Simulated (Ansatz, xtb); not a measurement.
Two isomers of C4H6ClF3

Structure I is `C[C@@H](C(F)F)[C@H](F)Cl`, a singlet and structure II is `CC[C@H](Cl)C(F)(F)F`, a singlet. Both are isolated molecules in the gas phase, relaxed with r2SCAN-D4/def2-SVP, each in the lowest conformer that the search found.

Quicker runs give these differences E(II) − E(I): GFN2-xTB −17.2 kJ/mol; HF/STO-3G −46.9 kJ/mol (at GFN2-xTB geometries); r2SCAN-D4/def2-SVP//GFN2-xTB −48.1 kJ/mol.

**Question.** Estimate E(II) − E(I) at the level CCSD(T)/def2-SVP + ΔMP2/def2-TZVPP.

**Answer.** Calculated at CCSD(T)/def2-SVP + ΔMP2/def2-TZVPP: E(II) − E(I) = −38.6 kJ/mol, so structure II lies lower.

The same difference at several levels:

```
                             level            geometry  E(II) − E(I) (kJ/mol)  departure from the last row (kJ/mol)  job, with rough time for the two
                          GFN2-xTB            GFN2-xTB                   −17.2                                 +21.5              optimisation, 0.11 s
                         HF/STO-3G            GFN2-xTB                   −46.9                                  −8.3              single point, 0.36 s
      r2SCAN-D4/def2-SVP//GFN2-xTB            GFN2-xTB                   −48.1                                  −9.5               single point, 3.5 s
                r2SCAN-D4/def2-SVP  r2SCAN-D4/def2-SVP                   −47.7                                  −9.0                optimisation, 25 s
                       HF/def2-SVP  r2SCAN-D4/def2-SVP                   −48.3                                  −9.6           part of the CCSD(T) run
                      MP2/def2-SVP  r2SCAN-D4/def2-SVP                   −51.5                                 −12.8           part of the CCSD(T) run
                  CCSD(T)/def2-SVP  r2SCAN-D4/def2-SVP                   −48.8                                 −10.2                      single point
CCSD(T)/def2-SVP + ΔMP2/def2-TZVPP  r2SCAN-D4/def2-SVP                   −38.6                                                      single point, 84 s
```

As drawn, both hold the same kinds of bond in the same numbers.

The levels shown agree on the order. The largest departure from CCSD(T)/def2-SVP + ΔMP2/def2-TZVPP is that of GFN2-xTB, 21.5 kJ/mol. The last row adds to CCSD(T) the change of the MP2 difference between the two basis sets, here +10.2 kJ/mol.

With thermal terms from frequencies at re-optimised GFN2-xTB minima (ideal gas, soft modes damped towards free rotors, one conformer each, 298.15 K, 1 atm): on the last row, ΔE + ΔZPE = −38.7, ΔH = −38.6, ΔG = −38.4 kJ/mol.

The correlated steps freeze 12 core orbitals. Programs: Ansatz 0.2.0, xtb 6.7.1; the last row on 4 threads of Arm Neoverse V2 on a shared host.
